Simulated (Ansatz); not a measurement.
Program: Ansatz. Geometries: PBE0-D4/def2-TZVP. ΔE: electronic, gas phase. CCSD(T)/CBS adds triple-zeta CCSD(T) − MP2 to the extrapolated MP2 energy (def2 sets, frozen cores). Functionals use def2-TZVPP. B3LYP here is the variant with VWN-RPA as its local correlation; programs differ in this. For Ga outer-core shells are correlated without core-valence functions, which leaves a few kJ/mol of doubt a bond. Scalar relativity is left out up to krypton. One conformer a species, not always the lowest.

Consider the redistribution: `O[SiH](O)N[SiH](F)F` + `[Cl][GaH][Cl]` → `O[SiH](O)N[SiH2]F` + `[F][Ga]([Cl])[Cl]`.

```json
{"level": "PBE-D4", "ΔE (kJ/mol)": "83.8", "difference from CCSD(T)/CBS": "-9.0"}
{"level": "r2SCAN-D4", "ΔE (kJ/mol)": "91.9", "difference from CCSD(T)/CBS": "-0.9"}
{"level": "PBE0-D4", "ΔE (kJ/mol)": "89.5", "difference from CCSD(T)/CBS": "-3.3"}
{"level": "B3LYP-D4", "ΔE (kJ/mol)": "90.1", "difference from CCSD(T)/CBS": "-2.7"}
{"level": "ωB97X-V", "ΔE (kJ/mol)": "86.6", "difference from CCSD(T)/CBS": "-6.2"}
{"level": "ωB97M-V", "ΔE (kJ/mol)": "92.6", "difference from CCSD(T)/CBS": "-0.2"}
{"level": "B2PLYP", "ΔE (kJ/mol)": "87.3", "difference from CCSD(T)/CBS": "-5.5"}
{"level": "PBE", "ΔE (kJ/mol)": "83.3", "difference from CCSD(T)/CBS": "-9.5"}
{"level": "r2SCAN", "ΔE (kJ/mol)": "91.8", "difference from CCSD(T)/CBS": "-1.0"}
{"level": "PBE0", "ΔE (kJ/mol)": "89.2", "difference from CCSD(T)/CBS": "-3.6"}
{"level": "B3LYP", "ΔE (kJ/mol)": "89.4", "difference from CCSD(T)/CBS": "-3.4"}
{"level": "HF/def2-TZVPP", "ΔE (kJ/mol)": "94.4", "difference from CCSD(T)/CBS": "1.6"}
{"level": "MP2/def2-TZVPP", "ΔE (kJ/mol)": "85.4", "difference from CCSD(T)/CBS": "-7.4"}
{"level": "SCS-MP2/def2-TZVPP", "ΔE (kJ/mol)": "83.8", "difference from CCSD(T)/CBS": "-9.0"}
{"level": "CCSD/def2-TZVPP", "ΔE (kJ/mol)": "88.6", "difference from CCSD(T)/CBS": "-4.2"}
{"level": "CCSD(T)/def2-TZVPP", "ΔE (kJ/mol)": "86.1", "difference from CCSD(T)/CBS": "-6.7"}
{"level": "HF/def2-QZVPP", "ΔE (kJ/mol)": "95.3", "difference from CCSD(T)/CBS": "2.5"}
{"level": "MP2/def2-QZVPP", "ΔE (kJ/mol)": "89.5", "difference from CCSD(T)/CBS": "-3.3"}
{"level": "SCS-MP2/def2-QZVPP", "ΔE (kJ/mol)": "87.6", "difference from CCSD(T)/CBS": "-5.2"}
{"level": "HF/CBS(def2)", "ΔE (kJ/mol)": "95.4", "difference from CCSD(T)/CBS": "2.6"}
{"level": "MP2/CBS(def2)", "ΔE (kJ/mol)": "92.0", "difference from CCSD(T)/CBS": "-0.8"}
{"level": "CCSD/CBS(def2)", "ΔE (kJ/mol)": "95.2", "difference from CCSD(T)/CBS": "2.4"}
{"level": "CCSD(T)/CBS", "ΔE (kJ/mol)": "92.8", "difference from CCSD(T)/CBS": "0"}
```

Largest T1 diagnostic among the species: 0.012.

From PBE to PBE0 (25 % exact exchange), in def2-TZVPP and without D4, ΔE moves by +5.8 kJ/mol. In def2-TZVPP, CCSD(T) changes the Hartree–Fock value by −8.3 kJ/mol (the triples alone add −2.4 kJ/mol) and MP2 by −9.1 kJ/mol.
